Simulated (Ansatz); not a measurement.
Consider the cleavage of the Si–Si bond: `S[SiH2][SiH2][GeH3]` + `C=N` → `C=N[SiH2]S` + `[SiH3][GeH3]`.

Gas-phase electronic energies from Ansatz, PBE0-D4/def2-TZVP geometries. CCSD(T)/CBS adds triple-zeta CCSD(T) − MP2 to the extrapolated MP2 energy (def2 sets, frozen cores). This one scheme is used for every species. Functionals use def2-TZVPP. For Ge outer-core shells are correlated without core-valence functions, which leaves a few kJ/mol of doubt a bond. Scalar relativity is left out up to krypton. Each species was taken in one conformer, which may not be the lowest.

(1) Is it downhill or uphill in electronic energy at CCSD(T)/CBS, and by how much? (Estimate.)

(2) What do these levels give: PBE-D4, r2SCAN-D4, PBE0-D4, ωB97X-V, B2PLYP, r2SCAN, PBE0, SCS-MP2/def2-TZVPP, CCSD(T)/def2-TZVPP, HF/def2-QZVPP, SCS-MP2/def2-QZVPP, HF/CBS(def2)? (Best estimate.)

Largest T1 diagnostic among the species: 0.013.

Results:

(1) Computed: Downhill: ΔE = -7.4 kcal/mol.

(2) Computed: PBE-D4 -4.1, r2SCAN-D4 -7.2, PBE0-D4 -4.9, ωB97X-V -7.9, B2PLYP -9.7, r2SCAN -7.5, PBE0 -5.9, SCS-MP2/def2-TZVPP -10.0, CCSD(T)/def2-TZVPP -7.5, HF/def2-QZVPP -13.4, SCS-MP2/def2-QZVPP -10.0, HF/CBS(def2) -13.5 kcal/mol.

The D4 term adds +1.6 kcal/mol with B3LYP and +1.0 kcal/mol with PBE0; it sums over pairs of atoms, weighted by their polarisabilities, and B3LYP, whose exchange is more repulsive, gets the larger term. In def2-TZVPP, CCSD(T) changes the Hartree–Fock value by +5.6 kcal/mol (the triples alone add +0.6 kcal/mol) and MP2 by +3.8 kcal/mol. From PBE to PBE0 (25 % exact exchange), in def2-TZVPP and without D4, ΔE moves by −0.8 kcal/mol.

B3LYP here is the variant with VWN-RPA as its local correlation; programs differ in this.
